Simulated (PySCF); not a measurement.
# Si²⁺: interval between two levels

Si²⁺ [Ne] 3s2 → Si²⁺ [Ne] 3p2 [3P2, M_J = 2], as a difference of total energies. All numbers are calculated (PySCF 2.14, the two-component X2C-1e Hamiltonian, in x2c-SVPall-2c with one added diffuse shell each of s, p type (5s5p1d, 25 functions)). Correlated levels: [Ne] frozen. "Screened" scales the spin-orbit matrix elements by Boettger's factors to mimic the two-electron term; Breit and QED terms are absent.

```tsv
method	interval between two levels (cm⁻¹)
GHF (spin-free)	120520
GMP2 (spin-free)	125760
GHF (screened spin-orbit)	120660
GMP2 (screened spin-orbit)	125890
```

The labels give the starting determinants; with spin-orbit coupling the two ends relaxed to ⟨J²⟩ = 0.00, ⟨L²⟩ = 0.00, ⟨S²⟩ = 0.00 and ⟨J²⟩ = 6.00, ⟨L²⟩ = 2.00, ⟨S²⟩ = 2.00.
